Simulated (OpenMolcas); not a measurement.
Ir3+ (d6) in a complex was computed by CASSCF with the d shell active (OpenMolcas, ANO-RCC-VDZP on the metal). Its lowest spin-free states, and all those of the highest spin:

```json
{"2S+1": "3", "Degeneracy": "1", "E (cm-1)": "0.0"}
{"2S+1": "3", "Degeneracy": "1", "E (cm-1)": "3319"}
{"2S+1": "3", "Degeneracy": "1", "E (cm-1)": "3928"}
{"2S+1": "3", "Degeneracy": "1", "E (cm-1)": "4577"}
{"2S+1": "1", "Degeneracy": "1", "E (cm-1)": "8724"}
{"2S+1": "1", "Degeneracy": "1", "E (cm-1)": "9737"}
{"2S+1": "1", "Degeneracy": "1", "E (cm-1)": "9754"}
{"2S+1": "3", "Degeneracy": "1", "E (cm-1)": "10103"}
{"2S+1": "3", "Degeneracy": "1", "E (cm-1)": "13866"}
{"2S+1": "1", "Degeneracy": "1", "E (cm-1)": "14067"}
{"2S+1": "1", "Degeneracy": "1", "E (cm-1)": "15762"}
{"2S+1": "1", "Degeneracy": "1", "E (cm-1)": "16603"}
{"2S+1": "5", "Degeneracy": "1", "E (cm-1)": "25402"}
{"2S+1": "5", "Degeneracy": "1", "E (cm-1)": "27890"}
{"2S+1": "5", "Degeneracy": "1", "E (cm-1)": "32376"}
{"2S+1": "5", "Degeneracy": "1", "E (cm-1)": "33130"}
{"2S+1": "5", "Degeneracy": "1", "E (cm-1)": "74271"}
```

Problem. Is the site octahedral, tetrahedral or cube-like, axial, or of lower symmetry?

Solution. The states with 2S+1 = 5 have orbital degeneracies 1, 1, 1, 1, 1. No state of this spin is degenerate, so the site is of lower symmetry, with no axis of order three or more. The run had Ir3+ with 4 ligands (water) in square-planar coordination (D2h) at 1.91 Å. Ligand basis ANO-RCC-VDZP.

Spin-orbit coupling mixes the spin-free states strongly: the lowest level takes only 65 % from its leading state, 2S+1 = 3. Without dynamic correlation the repulsion within the d shell is too large (B by tens of per cent), so at a given field states of lower spin stand too high. The least metal-like active orbital is 72 % on the metal (Löwdin) and no ligand orbital is active, so the numbers are rough. With metal d orbitals alone the field can be off either way by tens of per cent. Ligand-to-metal charge-transfer states are missing. With no ligand orbital active B as a rule stays too high, so bands that hang on it stand too high and its fall with covalency is understated. No measured value stands beside these numbers; the geometry was imposed, not optimised, and the real ion may take another.
